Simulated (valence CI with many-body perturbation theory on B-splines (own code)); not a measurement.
Rh14+: electric-dipole lines

Computed by configuration interaction combined with many-body perturbation theory (CI+MBPT): three valence electrons over a frozen Dirac-Fock core [Ar] 3d10, a basis of 11 s, 11 p, 9 d, 7 f, 5 g, 2 h, 1 i functions for each j, with the one-electron correlation potential Σ1 (screened to all orders), the two-electron term Σ2, the three-electron term Σ3, Breit, model QED; selected single and double excitations, second order for the rest (own B-spline code, finite nucleus).

No measured levels were compared; by estimate levels hold to about 250 cm⁻¹ or 0.2 % of their energy and the worst to 1 %, as in measured heavy ions of charge 2 to 7; those with d or f electrons hold less well.

Lines 51 to 100 of 267 in falling wavelength, among levels below 1188000 cm⁻¹, chosen from the strongest by gf and those to the six lowest levels. Wavelengths and rates use the calculated energies, so an error of 1000 cm⁻¹ moves a line at 31.78 nm by 0.32 % and its rate by three times that or more. Electric multipoles are in the length gauge, E1 and E2 with the static RPA response of the core. Weak lines are less certain than strong ones. Lines between different terms over intervals too small for the method are left out, as are lines whose strength nearly cancels. Where a level lies close to another of its J and parity, the split of strength between their lines is uncertain. The highest levels of a list are the least certain.

Names give the largest LS component (configuration and term), which can be under half, so a name can repeat, a term be missing and a line seem to break the LS rules; names also repeat where a configuration has a term twice. Letters in brackets count levels of one name in rising energy.

| λ vac (nm) | Upper | Lower | A (s⁻¹) | S (a.u.) with core polarisation | S without |
| --- | --- | --- | --- | --- | --- |
| 31.78 | 4p²4d ⁴F_9/2 | 4s4p4d ⁴F°_9/2 | 8.88e+09 | 1.41e+00 | 1.55e+00 |
| 31.43 | 4p²4d ⁴D_7/2 | 4s4p4d ⁴D°_5/2 | 1.84e+09 | 2.26e-01 | 2.51e-01 |
| 31.42 | 4p²4d ²P_1/2 [a] | 4s4p4d ⁴P°_3/2 | 7.59e+09 | 2.32e-01 | 2.57e-01 |
| 31.25 | 4p²4d ⁴F_3/2 | 4s4p4d ⁴F°_3/2 | 6.19e+09 | 3.73e-01 | 4.12e-01 |
| 31.20 | 4s4p² ²P_1/2 | 4s²4p ²P°_3/2 | 7.89e+08 | 2.37e-02 | 2.62e-02 |
| 31.19 | 4p²4d ⁴D_7/2 | 4s4p4d ⁴D°_7/2 | 2.39e+09 | 2.86e-01 | 3.17e-01 |
| 31.12 | 4p²4d ⁴P_5/2 | 4s4p4d ⁴D°_7/2 | 9.52e+09 | 8.50e-01 | 9.38e-01 |
| 31.03 | 4p³ ⁴S°_3/2 [a] | 4s4p² ⁴P_5/2 | 1.33e+10 | 7.85e-01 | 8.67e-01 |
| 30.97 | 4p²4d ⁴P_3/2 | 4s4p4d ⁴D°_5/2 | 3.28e+09 | 1.93e-01 | 2.13e-01 |
| 30.94 | 4p²4d ⁴F_5/2 | 4s4p4d ⁴F°_5/2 | 2.11e+09 | 1.85e-01 | 2.04e-01 |
| 30.83 | 4p²4d ²F_7/2 [b] | 4s4p4d ²F°_7/2 [a] | 2.27e+09 | 2.63e-01 | 2.92e-01 |
| 30.73 | 4p²4d ²F_7/2 [a] | 4s4p4d ⁴F°_7/2 | 4.12e+09 | 4.72e-01 | 5.21e-01 |
| 30.35 | 4p²4d ⁴F_7/2 | 4s4p4d ⁴F°_7/2 | 3.03e+09 | 3.35e-01 | 3.70e-01 |
| 30.30 | 4s4p4d ²P°_3/2 [a] | 4s²4d ²D_3/2 | 4.15e+09 | 2.28e-01 | 2.51e-01 |
| 30.28 | 4p²4d ⁴P_3/2 | 4s4p4d ²D°_5/2 [a] | 5.63e+09 | 3.09e-01 | 3.40e-01 |
| 30.24 | 4s4p² ²D_3/2 | 4s²4p ²P°_1/2 | 9.54e+09 | 5.21e-01 | 5.74e-01 |
| 30.20 | 4p²4d ²F_5/2 [a] | 4s4p4d ⁴F°_5/2 | 4.05e+09 | 3.31e-01 | 3.65e-01 |
| 30.07 | 4p²4d ²D_3/2 [a] | 4s4p4d ²F°_5/2 [a] | 3.72e+09 | 2.00e-01 | 2.20e-01 |
| 29.93 | 4s4p4d ²F°_7/2 [b] | 4s²4d ²D_5/2 | 1.20e+10 | 1.27e+00 | 1.41e+00 |
| 29.50 | 4p²4d ⁴F_9/2 | 4s4p4d ⁴F°_7/2 | 3.36e+09 | 4.26e-01 | 4.72e-01 |
| 29.45 | 4p²4d ²D_5/2 | 4s4p4d ⁴P°_3/2 | 2.40e+09 | 1.82e-01 | 2.02e-01 |
| 29.40 | 4p²4d ²F_5/2 [a] | 4s4p4d ⁴F°_3/2 | 2.28e+09 | 1.72e-01 | 1.90e-01 |
| 29.40 | 4p²4d ²F_7/2 [a] | 4s4p4d ⁴F°_5/2 | 2.83e+09 | 2.84e-01 | 3.14e-01 |
| 29.39 | 4p³ ⁴S°_3/2 [a] | 4s4p² ⁴P_3/2 | 5.99e+09 | 3.00e-01 | 3.31e-01 |
| 29.36 | 4p²4d ²D_5/2 | 4s4p4d ⁴D°_7/2 | 3.61e+09 | 2.71e-01 | 2.99e-01 |
| 29.30 | 4p²4d ²F_5/2 [b] | 4s4p4d ²F°_5/2 [a] | 2.62e+09 | 1.95e-01 | 2.17e-01 |
| 29.25 | 4p²4d ⁴P_1/2 | 4s4p4d ²D°_3/2 [a] | 1.14e+10 | 2.81e-01 | 3.10e-01 |
| 29.05 | 4s4p4d ²F°_5/2 [b] | 4s²4d ²D_3/2 | 1.50e+10 | 1.09e+00 | 1.21e+00 |
| 28.95 | 4p²4d ²D_5/2 | 4s4p4d ²D°_5/2 [a] | 3.10e+09 | 2.23e-01 | 2.47e-01 |
| 28.84 | 4p²4d ⁴D_5/2 | 4s4p4d ⁴F°_7/2 | 6.99e+09 | 4.97e-01 | 5.48e-01 |
| 28.80 | 4p²4d ²D_3/2 [a] | 4s4p4d ⁴D°_5/2 | 1.20e+10 | 5.67e-01 | 6.25e-01 |
| 28.66 | 4p³ ⁴S°_3/2 [b] | 4s4p² ⁴P_5/2 | 8.80e+09 | 4.09e-01 | 4.50e-01 |
| 28.49 | 4p³ ²P°_1/2 | 4s4p² ²D_3/2 | 2.20e+10 | 5.03e-01 | 5.54e-01 |
| 28.48 | 4p²4d ⁴D_7/2 | 4s4p4d ⁴F°_9/2 | 6.85e+09 | 6.25e-01 | 6.89e-01 |
| 28.37 | 4p²4d ⁴P_5/2 | 4s4p4d ⁴D°_3/2 | 4.19e+09 | 2.83e-01 | 3.13e-01 |
| 28.36 | 4p²4d ²P_3/2 | 4s4p4d ⁴F°_3/2 | 9.03e+09 | 4.07e-01 | 4.49e-01 |
| 28.36 | 4p³ ²D°_5/2 | 4s4p² ⁴P_5/2 | 2.40e+09 | 1.62e-01 | 1.78e-01 |
| 28.28 | 4p²4d ²D_3/2 [a] | 4s4p4d ²D°_3/2 [a] | 5.33e+09 | 2.38e-01 | 2.63e-01 |
| 28.21 | 4p²4d ⁴D_1/2 | 4s4p4d ⁴F°_3/2 | 1.76e+10 | 3.90e-01 | 4.30e-01 |
| 28.05 | 4p²4d ²D_3/2 [b] | 4s4p4d ²D°_5/2 [a] | 5.15e+09 | 2.24e-01 | 2.47e-01 |
| 28.04 | 4p²4d ⁴P_3/2 | 4s4p4d ⁴D°_3/2 | 6.20e+09 | 2.70e-01 | 2.98e-01 |
| 28.03 | 4p²4d ²G_9/2 | 4s4p4d ⁴F°_9/2 | 7.16e+09 | 7.78e-01 | 8.59e-01 |
| 27.94 | 4p²4d ⁴P_5/2 | 4s4p4d ⁴P°_5/2 | 9.18e+09 | 5.93e-01 | 6.53e-01 |
| 27.89 | 4p²4d ²F_5/2 [b] | 4s4p4d ⁴D°_7/2 | 3.20e+09 | 2.05e-01 | 2.26e-01 |
| 27.84 | 4p²4d ²G_7/2 | 4s4p4d ⁴F°_7/2 | 3.58e+09 | 3.04e-01 | 3.36e-01 |
| 27.66 | 4p²4d ⁴D_5/2 | 4s4p4d ⁴F°_5/2 | 8.27e+09 | 5.18e-01 | 5.71e-01 |
| 27.60 | 4p³ ²P°_3/2 | 4s4p² ²D_5/2 | 1.31e+10 | 5.43e-01 | 5.98e-01 |
| 27.59 | 4p²4d ⁴D_3/2 | 4s4p4d ⁴F°_5/2 | 5.50e+09 | 2.28e-01 | 2.51e-01 |
| 27.45 | 4p³ ⁴S°_3/2 [a] | 4s4p² ⁴P_1/2 | 6.83e+09 | 2.79e-01 | 3.07e-01 |
| 27.35 | 4s4p² ²S_1/2 | 4s²4p ²P°_3/2 | 3.30e+10 | 6.67e-01 | 7.34e-01 |
